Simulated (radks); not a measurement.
Polarisability of the technetium ion Tc+, [Kr] 4d5 5s1, at imaginary frequency. All-electron calculation, non-relativistic Kohn-Sham, exchange-only LDA, spin-polarised, spherical densities, point nucleus; open shells are filled with parallel spins first (spin-orbit coupling, left out, can overturn this in heavy ions); relativity is left out, which matters for an element this heavy. Program: a radial shooting solver on a logarithmic mesh with Libxc functionals. Response by self-consistent Sternheimer equations with the Hartree and adiabatic exchange-only LDA kernel.

w (hartree)  alpha1(iw) (bohr^3)
0.00266                    37.09
0.0143                     36.92
0.0360                     36.02
0.0697                     33.46
0.118                      28.66
0.186                      22.43
0.280                      16.41
0.413                      11.60
0.605                      8.023
0.892                      5.369
1.35                       3.357
2.12                       1.853
3.59                      0.8390
6.94                      0.2902
17.5                     0.06733

Static values: alpha1 = 37.09 bohr^3 (5.497 angstrom^3; uncoupled 60.14). C6 = 274.9, triple-dipole C9 = 6834 atomic units. One-pole (London) frequency 4 C6 / (3 alpha1^2) = 0.266 hartree, against 0.419 for minus the highest occupied eigenvalue. The dipole shielding factor is 0.977, as the force sum rule N/Z = 0.977 demands.
